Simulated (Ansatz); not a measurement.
`N[SiH2]N[SiH2]O` and `N[SiH2]N[SiH](N)O` differ in one atom or group.

Ansatz, PBE0-D4/def2-TZVP geometries, multiplicity 1. Each molecule was computed in one conformer, which needn't be the lowest.

| property | `N[SiH2]N[SiH2]O` |
| --- | --- |
| size of the dipole moment (PBE/def2-TZVPP) / D | 2.59 |
| LUMO energy (ωB97M-V/def2-TZVPP) / eV | 1.86 |
| HOMO–LUMO gap (PBE/def2-TZVPP) / eV | 5.68 |
| HOMO energy (B3LYP/def2-TZVPP) / eV | -7.21 |
| HOMO energy (ωB97M-V/def2-TZVPP) / eV | -9.79 |
| HOMO–LUMO gap (PBE0/def2-TZVPP) / eV | 7.90 |

(1) What does the change do to each property? (Estimate.)

Answers

(1) The calculation gave: 
| property | `N[SiH2]N[SiH](N)O` | shift |
| --- | --- | --- |
| size of the dipole moment (PBE/def2-TZVPP) / D | 2.76 | 0.17 |
| LUMO energy (ωB97M-V/def2-TZVPP) / eV | 1.98 | 0.12 |
| HOMO–LUMO gap (PBE/def2-TZVPP) / eV | 5.70 | 0.02 |
| HOMO energy (B3LYP/def2-TZVPP) / eV | -7.21 | 0.00 |
| HOMO energy (ωB97M-V/def2-TZVPP) / eV | -9.85 | -0.06 |
| HOMO–LUMO gap (PBE0/def2-TZVPP) / eV | 8.01 | 0.11 |

Dipoles are sizes alone; their direction can turn.

B3LYP here is the variant with VWN-RPA as its local correlation; programs differ in this.
